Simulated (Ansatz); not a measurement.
`CN[BH][AlH2]` + H₂O → `CNBO` + `[AlH3]` at 400 K and 1 bar (formal hydrolysis of a B–Al bond).

Calculated with Ansatz (gas phase, PBE0-D4/def2-TZVP geometries, no zero-point term in ΔE). CBS: MP2 limit from def2 TZ/QZ plus the TZ coupled-cluster correction, frozen cores. This one scheme is used for every species. One conformer a species, not always the lowest.

```
       species  CCSD(T)/CBS energy (Eh)  H − E (kJ/mol)  S (J/(mol·K))
`CN[BH][AlH2]`               -363.77062           245.4          364.8
           H₂O                -76.37941            69.8          198.6
        `CNBO`               -196.42143           244.4          322.1
      `[AlH3]`               -243.78045            63.6          220.9
```

H − E and S are ideal-gas, rigid-rotor, harmonic terms from PBE0-D4/def2-TZVP, for one conformer and one mirror image of each species. 1 Eh = 2625.50 kJ/mol, R = 8.31446 J/(mol·K).

Q: By hand: ΔE, ΔH, ΔS and ΔG.

A: ΔE = (-196.42143) + (-243.78045) − (-363.77062) − (-76.37941) = -0.05185 Eh = -136.1 kJ/mol. Δ(H − E) = 244.4 + 63.6 − 245.4 − 69.8 = -7.2, so ΔH = -143.3 kJ/mol. ΔS = 322.1 + 220.9 − 364.8 − 198.6 = -20.4 J/(mol·K). ΔG = -143.3 − 400 × (-20.4)/1000 = -135.1 kJ/mol.

Q: By hand: the equilibrium constant, and the temperature at which ΔG would vanish if ΔH and ΔS stayed fixed.

A: log₁₀ K = −ΔG/(RT ln 10) = 17.6. ΔG = 0 at ΔH/ΔS = 7025 K, far beyond where these terms or the molecules hold.

ΔH outweighs TΔS. A doubt of 5 kJ/mol in ΔE shifts log₁₀ K by 0.7 here. Other conformers and mirror images would add mixing entropy, several J/(mol·K) or more a flexible species. These are equilibria of isolated gas molecules and say nothing of rates. Largest T1 diagnostic: 0.014 (customary marks: 0.02 for closed shells, 0.045 for open ones).
